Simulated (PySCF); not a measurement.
Compound: C7H9O2 (doublet state).
Cartesian coordinates in Å at the GFN2-xTB level; atoms count from 1:
```
atom  x, y, z in Å
C1     2.4948   -1.4764   -0.5955
C2     2.0532   -0.2749   -0.1056
C3     0.7445    0.1106   -0.0851
C4    -0.2706    1.1061    0.2527
C5    -0.4248    2.3876   -0.5384
C6    -0.6445   -0.2227   -0.3869
O7    -1.3095   -1.1847    0.4278
C8    -2.3366   -1.8202   -0.0957
O9    -2.7815   -1.6987   -1.1999
H10    1.8045   -2.1941   -1.0012
H11    3.5382   -1.7307   -0.5919
H12    2.7778    0.4289    0.2882
H13   -0.5188    1.2119    1.3058
H14   -0.1886    2.2143   -1.5852
H15    0.2490    3.1495   -0.1523
H16   -1.4456    2.7567   -0.4656
H17   -1.0090   -0.2441   -1.4105
H18   -2.7413   -2.5129    0.6629
```

The hyperfine couplings belong to this conformer and change with its torsions.

Identity: `C([C]1[C@H]([C@@H]1C)OC=O)=C` [radical].

Method: UKS B3LYP, pcH-1 on C H O, non-relativistic, mean-field spin-orbit, GIAO (PySCF). The structure is a single GFN2-xTB conformer in the gas phase; no vibrational or solvent corrections. Couplings are sensitive to structure, and on GFN2-xTB geometries they can be far from those on DFT ones. The SCF solution wasn't tested for stability. ⟨S²⟩ is 0.776 where a pure state has 0.75.

The largest Mulliken spin populations are on C1 (+0.67), C3 (+0.61) and C2 (-0.25). The angles at C1 add up to 360.0°, so it is planar; its axial dipolar tensor and the negative couplings of its protons fit spin in a p orbital normal to that plane.

(1) McConnell's relation a(H) = Q·ρ ties the coupling of a proton on a planar π carbon to the spin population of that carbon. What Q do the computed values give?

(2) How do the β-proton couplings of this frozen conformer go with θ, the angle between the C–H bond and the normal to the plane of the spin centre's three neighbours, both seen down the bond from centre to carbon?

Results:

(1) 
```tsv
H	C	ρ(C)	a(H) (G)	a/ρ (G)
H10	C1	+0.666	-14.15	-21.2
H11	C1	+0.666	-14.77	-22.2
H12	C2	-0.245	+4.31	-17.6
```

A least-squares line through the origin gives Q = -21.4 G with Mulliken populations. In McConnell's picture π spin on carbon polarises the C–H bond and leaves opposite spin at the proton, which makes Q negative, as found here. Where ρ is negative the coupling is positive.

(2) 
```json
{"β H": "H13", "on": "C4", "centre": "C3", "θ (°)": "15", "cos²θ": "0.93", "a (G)": "+26.03"}
{"β H": "H17", "on": "C6", "centre": "C3", "θ (°)": "18", "cos²θ": "0.91", "a (G)": "+14.56"}
```

Couplings in gauss use g_iso = 2.0026.
